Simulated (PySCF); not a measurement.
Calculation: B3LYP-D3(BJ)/def2-TZVP // TPSS-D3(BJ)/def2-SVP in PySCF. Isolated molecules, 0 K electronic values unless said otherwise. One relaxed conformer stands for a flexible species; it need not be the lowest. B3LYP has the VWN-RPA correlation part, as in Gaussian. 

Reference species: [Cu(CO)(H)] (neutral, multiplicity 1).

```
Quantity                                                       Result
------------------------------------------------------------  -------
HOMO–LUMO gap                                                 4.22 eV
mean distance from the central atom to its bonded neighbours  1.679 Å
charge on the central atom (meta-Löwdin)                       0.37 e
```

Changed species: [Cu(H2O)(Cl)] (L = H2O, X = Cl; the reference has L = CO, X = H).

Question: Give the shifts of the HOMO–LUMO gap, mean distance from the central atom to its bonded neighbours and charge on the central atom (meta-Löwdin).

Answer: the HOMO–LUMO gap goes up by 0.44 eV, to 4.66 eV; the mean distance from the central atom to its bonded neighbours increases by 0.337 Å, to 2.016 Å; the charge on the central atom (meta-Löwdin) increases by 0.15 e, to 0.52 e.
